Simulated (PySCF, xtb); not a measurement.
Ta(S)(Cl)(NH2)2 (ClH₄N₂STa), SMILES [NH2][Ta]([NH2])(=[S])[Cl], multiplicity 1.

GFN2-xTB (xtb 6.7.1) at its own geometry gives an orbital gap of 2.18 eV and a dipole moment of 5.82 D.

Geometry optimised at B3LYP-D3(BJ)/def2-SVP. The multiplicity is an assumed one; no other spin state was optimised. The structure was generated by enumeration; whether it is a known compound was not checked. The def2 effective core potentials stand for the cores of Ta; spin–orbit coupling is left out. One conformer was computed; it need not be the lowest.

What does PBE0/def2-TZVP in PySCF give? (The exact figures need the calculation; the answer reports its results.)

gap 5.92 eV (levels -7.51 and -1.59 eV), dipole 4.58 D.
